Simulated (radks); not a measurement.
Species: Pm III. Configuration: [Kr] 4d10 4f5 5s1.75 5p6 6p0.25 (fractional occupations, a model configuration). Calculated with a radial shooting solver on a logarithmic mesh with Libxc functionals: scalar-relativistic Kohn-Sham, PBE, spin-polarised, spherical densities, point nucleus; open shells are filled with parallel spins first (spin-orbit coupling, left out, can overturn this in heavy ions).

Radial electron density D(r) = 4 pi r^2 rho(r):

```
   r/bohr * D(r) (the largest magnitude, 107, reaches the edge; | marks zero)
 0.002415 |      *
 0.002811 |        *
 0.003299 |          *
 0.003841 |             *
 0.004471 |                *
 0.005247 |                   *
 0.006108 |                       *
 0.007111 |                           *
 0.008345 |                               *
 0.009715 |                                  *
  0.01131 |                                     *
  0.01317 |                                        *
  0.01545 |                                         *
  0.01799 |                                        *
  0.02094 |                                       *
  0.02457 |                                     *
  0.02861 |                                    *
   0.0333 |                                    *
  0.03908 |                                      *
   0.0455 |                                          *
  0.05297 |                                                *
  0.06166 |                                                    *
  0.07236 |                                                      *
  0.08424 |                                                    *
  0.09807 |                                               *
   0.1151 |                                         *
    0.134 |                                        *
    0.156 |                                          *
    0.183 |                                              *
   0.2131 |                                               *
   0.2481 |                                         *
   0.2888 |                               *
   0.3389 |                     *
   0.3945 |                  *
   0.4593 |                   *
    0.539 |                     *
   0.6275 |                    *
   0.7305 |                *
   0.8572 |          *
   0.9979 |       *
    1.162 |     *
    1.352 |    *
    1.587 |   *
    1.848 |  *
    2.151 | *
    2.524 |*
    2.939 *
    3.421 *
    4.015 *
    4.674 *
    5.441 *
    6.334 *
    7.433 *
    8.653 *
    10.07 *
```

D(r) has 4 maxima, at r = 0.0161, 0.0718, 0.200, 0.557 bohr, and minima at 0.0310, 0.132, 0.401 bohr, inside which lie 1.95, 11.15, 29.17 electrons.
